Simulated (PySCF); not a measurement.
C2H, SMILES C#[C-], charge -1.

Geometry: PBE-D3(BJ)/def2-TZVPD.

These are PBE-D3(BJ)/def2-TZVPD run with PySCF values and carry that method's errors.

No scaling factor is applied to the harmonic values.

Modes within 1.5 cm⁻¹ of each other (mostly degenerate sets) share a row, with their intensities summed.

```
mode  ν (cm⁻¹)  IR (km/mol)  Raman (Å⁴/amu)  depolarisation  moving atoms (share of kinetic energy)
----  --------  -----------  --------------  --------------  --------------------------------------
1–2        507        157.6            14.5            0.75                          H 74 %, C 26 %
3         1838         79.9           108.2            0.07                           C 91 %, H 9 %
4         3273         12.3           242.8            0.50                          H 87 %, C 13 %
```
